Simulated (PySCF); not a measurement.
The numbers are results of PySCF with TPSSh-D3(BJ)/def2-TZVP // CAM-B3LYP-D3(BJ)/def2-TZVP, not measurements. Gas-phase values, no solvent. One relaxed conformer stands for a flexible species; it need not be the lowest. Delta-SCF ions had no search for a lower state. Excitations are Tamm–Dancoff values on a coarser integration grid. The basis has no diffuse functions, so Rydberg states are missing or too high.

Reference species (SMILES): `BC(=C)C(=C)C` (neutral, multiplicity 1).

```yaml
HOMO: -6.38 eV
S1–T1 gap (TDA): 1.30 eV
vertical ionisation energy (Delta-SCF): 8.76 eV
```

After one change: the HOMO falls by 0.30 eV; the S1–T1 gap (TDA) goes up by 0.89 eV; the vertical ionisation energy (Delta-SCF) goes up by 0.22 eV.

Q: Which change was made? The new species is one of these.
(A) `B/C(C=C)=C/C`
(B) `B/C(C)=C\C=C`
(C) `B/C(C=C)=C\C`
(D) `B/C=C/C(=C)C`

A: D, `B/C=C/C(=C)C`
